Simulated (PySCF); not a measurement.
hydrogen atom (H), doublet. Base run: SCAN/pcseg-1 in PySCF.

Geometry (Å):
```xyz
1

H      0.0000     0.0000     0.0000
```
Charge 0, spin multiplicity 2.
Orbitals are unrestricted.
All else is at PySCF's defaults.
Base energy -0.49922 Eh.

The base run was repeated with changes; each row names its change, and settings that it needs were set with it.

```csv
change,ΔE vs base (µEh),grid points,electrons on the grid
base,0.0,9808,1.00000
"grids.atom_grid = (99, 590)",0.0,33224,1.00000
grids.radi_method = gauss_chebyshev,0.0,9704,1.00000
grids.level = 7,0.0,50176,1.00000
grids.level = 2,0.0,5376,1.00000
grids.prune = dft.gen_grid.sg1_prune,0.0,4320,1.00000
small_rho_cutoff = 0,0.0,9808,1.00000
"grids.atom_grid = (75, 302)",0.0,14840,1.00000
grids.prune = off,0.0,15104,1.00000
grids.radi_method = mura_knowles,0.0,9592,1.00000
grids.becke_scheme = stratmann,0.0,9808,1.00000
```

Open shells are given as the SCF converged; they aren't shown to be the lowest states, and a large step between rows can be another state.
